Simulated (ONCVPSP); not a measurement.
Before and after: ONCV potential for Zn (Z = 30)

ONCVPSP 4.0.1 input, shortened (lines: element, Z, core and valence counts, functional; n l f; lmax; l rc ep ncon nbas qcut; lloc lpopt rc5 dvloc0; l nproj debl; icmod fcfact rcfact), PBE, scalar-relativistic:

```
  Zn 30.00    3    4        4      upf
    1    0    2.00
    2    0    2.00
    2    1    6.00
    3    0    2.00
    3    1    6.00
    3    2   10.00
    4    0    2.00
    2
    0    0.95    0.00    4    7   14.00
    1    0.75    0.00    4    7   12.50
    2    1.15    0.00    3    8   14.80
    4    5    0.75    1.00
    0    2    2.50
    1    2    2.80
    2    2    2.10
    0    0.00    0.00
```

In the p channel the program set the typed energies aside and used -3.065, 0.250 Ha.

All-electron outer shells of the reference configuration (PBE, scalar-relativistic, ld1.x):

```csv
shell,level (eV),outermost node (bohr),outermost maximum (bohr)
2p,-1004.03,–,0.15
3s,-129.23,0.28,0.59
3p,-83.40,0.25,0.59
3d,-10.14,–,0.57
4s,-5.98,0.85,2.09
```

Change: s: rc 0.68; local potential polynomial inside 0.68 bohr (lpopt 5, dvloc0 1 Ha).

Cutoffs: the cutoffs (Ha) at which the residual kinetic energy of the hardest occupied pseudo-wave falls to 1 and 0.1 mHa per electron; they do not see the model core or the augmentation charge, which bear on the density cutoff. Errors are all-electron minus pseudo energies relative to the spin-unpolarised reference configuration.

Predict the effect on cutoff, ghosts and configuration errors.

The potential gets neither clearly harder nor softer (80 Ha and 220 Ha → 89 Ha and 220 Ha); the errors of the 4 common tests hardly move; neither file shows a bound ghost.

| quantity | base | changed |
| --- | --- | --- |
| cutoff, loose | 80 Ha | 89 Ha |
| cutoff, tight | 220 Ha | 220 Ha |
| loose cutoff by channel | s 68 Ha, p 68 Ha, d 80 Ha | s 89 Ha, p 68 Ha, d 80 Ha |
| bound ghosts | none | none |
| GHOST(+) flags under 300 eV | none | none |
| error for 3s2 3p6 3d10 4s1, meV [ΔE 9.89 eV] | +0.3 | +0.2 |
| error for 3s2 3p6 3d10 4s0, meV [ΔE 28.33 eV] | +3.2 | +3.0 |
| error for 3s2 3p6 3d9 4s0, meV [ΔE 68.86 eV] | -3.0 | -2.9 |
| error for 3s2 3p6 3d10 4s0 4p1, meV [ΔE 16.21 eV] | +1.4 | +1.2 |
| p: phases at 0.76 bohr within 0.05 rad from the reference energy up to (Ha; the scan ends near 5) | to the end of the scan | to the end of the scan |
| d: phases at 1.17 bohr within 0.05 rad from the reference energy up to (Ha; the scan ends near 5) | to the end of the scan | to the end of the scan |
